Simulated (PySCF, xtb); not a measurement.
C3H9Ge, SMILES [CH3][Ge]([CH3])[CH3], multiplicity 2.

Harmonic wavenumbers (cm⁻¹) from GFN2-xTB (xtb) at its own minimum, in rising order: 86, 111, 115, 157, 158, 184, 476, 516, 516, 666, 666, 667, 762, 763, 772, 1256, 1256, 1284, 1445, 1454, 1454, 1463, 1463, 1472, 2998, 2999, 3005, 3028, 3028, 3030, 3031, 3034, 3035.

Question: What does B3LYP-D3(BJ)/def2-SVP run with PySCF give at its own minimum? (An estimate is asked for; the answer gives what the named calculation found.)

Answer: 115, 121, 121, 167, 167, 172, 533, 576, 576, 697, 697, 698, 831, 831, 831, 1228, 1228, 1244, 1421, 1430, 1430, 1433, 1433, 1446, 3020, 3020, 3021, 3116, 3116, 3116, 3142, 3142, 3142. Paired by order, the mean absolute difference is 44 cm⁻¹ and the zero-point energies are 66.3 and 67.6 kcal/mol.
